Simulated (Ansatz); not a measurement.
Mulliken charges of FH5O2Si2, SMILES `O[SiH](O)[SiH2]F` from PBE/def2-TZVPP in Ansatz (PBE0-D4/def2-TZVP geometry).

```json
{"atom": "O1", "x (Å)": "0.959", "y (Å)": "0.853", "z (Å)": "1.420", "charge (e)": "-0.343"}
{"atom": "Si2", "x (Å)": "0.597", "y (Å)": "-0.265", "z (Å)": "0.276", "charge (e)": "0.454"}
{"atom": "O3", "x (Å)": "1.630", "y (Å)": "-0.129", "z (Å)": "-1.000", "charge (e)": "-0.341"}
{"atom": "Si4", "x (Å)": "-1.604", "y (Å)": "0.280", "z (Å)": "-0.331", "charge (e)": "0.408"}
{"atom": "F5", "x (Å)": "-2.100", "y (Å)": "-0.776", "z (Å)": "-1.442", "charge (e)": "-0.295"}
{"atom": "H6", "x (Å)": "1.844", "y (Å)": "0.863", "z (Å)": "1.791", "charge (e)": "0.187"}
{"atom": "H7", "x (Å)": "0.729", "y (Å)": "-1.656", "z (Å)": "0.807", "charge (e)": "-0.115"}
{"atom": "H8", "x (Å)": "2.007", "y (Å)": "-0.937", "z (Å)": "-1.351", "charge (e)": "0.193"}
{"atom": "H9", "x (Å)": "-2.542", "y (Å)": "0.189", "z (Å)": "0.818", "charge (e)": "-0.076"}
{"atom": "H10", "x (Å)": "-1.695", "y (Å)": "1.639", "z (Å)": "-0.925", "charge (e)": "-0.071"}
```

Question: By hand: the dipole of these point charges (1 e Å = 4.8032 D).

Answer: Σ q r = (0.313, 0.015, 0.254) e Å, of length 0.403 e Å = 1.94 D.

Question: How does the dipole of the full density compare? (An estimate is asked.)

Answer: Ansatz gave: (0.458, -0.165, 0.184) e Å, 2.50 D; the point charges give 0.78 times that, at 27° from its direction.

Point charges leave out the atoms' own dipoles, such as those of lone pairs, and Mulliken's split depends on the basis, so the two needn't agree.
